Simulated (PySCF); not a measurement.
Cartesian coordinates in Å; atom numbers follow the order of the lines, from 1:
```xyz
17

C     3.1519   -0.0597    0.3266
C     2.3499    0.4195    1.3300
P     0.6217    0.5231    1.4137
C     0.1086   -0.1472   -0.1295
C    -1.3517   -0.1930   -0.3698
C    -2.2403    0.8976    0.1701
C    -2.2966   -0.4627    0.7721
C     0.9375   -0.6257   -1.1197
P     2.6691   -0.7294   -1.1997
H     4.2254   -0.0258    0.4860
H     2.8428    0.8003    2.2209
H    -1.6268   -0.6096   -1.3327
H    -3.0642    1.2332   -0.4419
H    -1.7638    1.6847    0.7383
H    -3.1593   -1.0834    0.5816
H    -1.8591   -0.6025    1.7510
H     0.4481   -1.0073   -2.0136
```

PySCF 2.14.0 with density-fitted response routines calculation with PBE0/pcSseg-1 with gauge-including orbitals and geometry from GFN2-xTB; one computed conformer, in vacuum, non-relativistic, one averaged value for each set of equivalent atoms.

δ = σ(ref) − σ, references computed at the same level: 13C (σ = 186.93 ppm), 1H (σ = 31.72 ppm) vs TMS; 31P (σ = 318.38 ppm) vs H3PO4.

| atoms | nucleus | count | δ (ppm) |
| --- | --- | --- | --- |
| C5 | 13C | 1 | ? |
| C4 | 13C | 1 | 192.9 |
| H10 | 1H | 1 | 9.50 |
| C1 | 13C | 1 | 163.5 |
| H12 | 1H | 1 | 2.07 |
| H14/H16 | 1H | 2 | ? |
| C6/C7 | 13C | 2 | 24.1 |
| H13/H15 | 1H | 2 | 1.53 |
| P3 | 31P | 1 | ? |
| C2 | 13C | 1 | ? |
| H11 | 1H | 1 | 9.74 |
| P9 | 31P | 1 | 247.7 |
| H17 | 1H | 1 | 9.51 |
| C8 | 13C | 1 | 162.8 |

Q: Fill in the missing shifts.

A: 
- C2: 167.5 ppm, aromatic CH
- C5: 29.2 ppm, three-membered-ring carbon; carbons of three-membered rings are unusually shielded
- H14/H16: 1.15 ppm, hydrogen on a three-membered-ring carbon; cyclopropane-type protons are shielded by the ring
- P3: 230.7 ppm, phosphorus bonded to 2 C, in a 6-membered ring

Shifts are as computed. Against solution values, carbons near 30 ppm lie about +3 ppm off and those near 130 ppm about +5 ppm. Of 1211 compounds with measured shifts, 218 miss one by over three times the rms of a fit or turn the order of signals round; such compounds aren't used in these exercises. Experimental scales use liquid or dissolved standards, which lie at an offset from isolated H3PO4.
